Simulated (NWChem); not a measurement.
System: GaH2Cl; SMILES [Cl][GaH2]

Computed with NWChem. The geometry was optimised at PBE0/def2-SVP. Ions are spin-unrestricted doublets at the neutral geometry; other ion states weren't tried.

**Question.** What does the run give for PBE/def2-SVP? Quantities: vertical ionisation energy, ΔSCF (eV); −ε(HOMO) (eV).

**Answer.** 
```yaml
vertical ionisation energy, ΔSCF (eV): 10.41
"−ε(HOMO) (eV)": 6.97
```
